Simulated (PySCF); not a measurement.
Q: Give a PBE0-D3(BJ)/def2-SVP geometry of `O(/C=C\Br)[SiH3]`.

A: 
```
atom  x, y, z in Å
Si1    1.6069   -0.4405   -0.2074
O2     0.0132   -0.9865   -0.1108
C3    -1.1836   -0.4670    0.1487
C4    -1.5766    0.8118    0.1683
Br5   -0.4560    2.2730   -0.1991
H6     2.3910   -1.7052   -0.2447
H7     1.8543    0.3324   -1.4544
H8     1.9741    0.3462    1.0025
H9    -1.9408   -1.2305    0.3651
H10   -2.6082    1.0756    0.3975
```

Orientation and origin are arbitrary. Atoms count from 1 in this order. O2 (silyl ether oxygen) is bent (angle 137.3°). Si1 (oxygen-bound silicon) is distorted tetrahedral (angles from 102.9° to 111.9°). Of the pairs four or more bonds apart, Si1···Br5 is among the closest relative to their van der Waals radii: 3.41 Å, 86 % of the sum of Bondi's values.

Bonds between heavy atoms (Å): Si1–O2 1.687, O2–C3 1.330, C3=C4 1.338, C4–Br5 1.878.

Computed, not measured: PBE0-D3(BJ)/def2-SVP geometry optimisation, gas phase (PySCF).

No PBE0-D3(BJ)/def2-SVP frequencies stand behind this structure, so it isn't proved a minimum. The numbers are those of one conformer (Si1–O2–C3–C4 16°).

Time: 50 s; peak memory 0.50 GiB. Hardware: an Arm Neoverse V2 with one thread, on a shared host. These figures are those of the optimisation.
